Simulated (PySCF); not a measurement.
H3Si, SMILES [SiH3+], charge +1. Atoms are numbered in the order given.

```xyz
4

Si     0.0000     0.0000     0.0000
H      1.4722     0.0000     0.0000
H     -0.7361     1.2750     0.0000
H     -0.7361    -1.2750     0.0000
```
Charge +1, spin multiplicity 1.

Geometry: PBE0-D3(BJ)/def2-TZVPD.

The numbers are results of PBE0-D3(BJ)/def2-TZVPD in PySCF, not measurements.

Frequencies are harmonic and unscaled.

Modes within 1.5 cm⁻¹ of each other (mostly degenerate sets) share a row, with their intensities summed.

**Question.** Give all harmonic wavenumbers and intensities. (An estimate is asked for; the answer gives what the named calculation found.)

**Answer.** 
```csv
mode,ν (cm⁻¹),IR (km/mol),Raman (Å⁴/amu),depolarisation,moving atoms (share of kinetic energy)
1,836,64.1,0.0,–,"H 90 %, Si 10 %"
2–3,933,114.6,13.3,0.75,H 95 %
4,2268,0.0,288.7,0.04,H 100 %
5–6,2347,1.0,69.4,0.75,H 95 %
```
